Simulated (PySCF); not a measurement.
## How methods differ on the ionisation energy of Ag

Ag [Kr] 4d10 5s1 [5s1/2^1, M_J = 1/2] → Ag+ [Kr] 4d10, as a difference of total energies. All numbers are calculated (PySCF 2.14, the two-component X2C-1e Hamiltonian, in x2c-SVPall-2c (6s8p6d1f, 67 functions)). Correlated levels: [Ar] 3d10 frozen; the 6 highest virtual spinors dropped. "Screened" scales the spin-orbit matrix elements by Boettger's factors to mimic the two-electron term; Breit and QED terms are absent.

| method | ionisation energy (eV) |
| --- | --- |
| GHF (spin-free) | 6.347 |
| GMP2 (spin-free) | 7.049 |
| GHF (screened spin-orbit) | 6.349 |
| GMP2 (screened spin-orbit) | 7.051 |

Task: How much does correlation contribute at GMP2 (screened spin-orbit)?

Result: 7.051 − (6.349) = 0.702 eV, measured against GHF (screened spin-orbit).

Errors of the correlated levels include the incompleteness of this basis and the frozen core.

For comparison: 7.576 eV (measured; NIST Atomic Spectra Database, ionization energies).
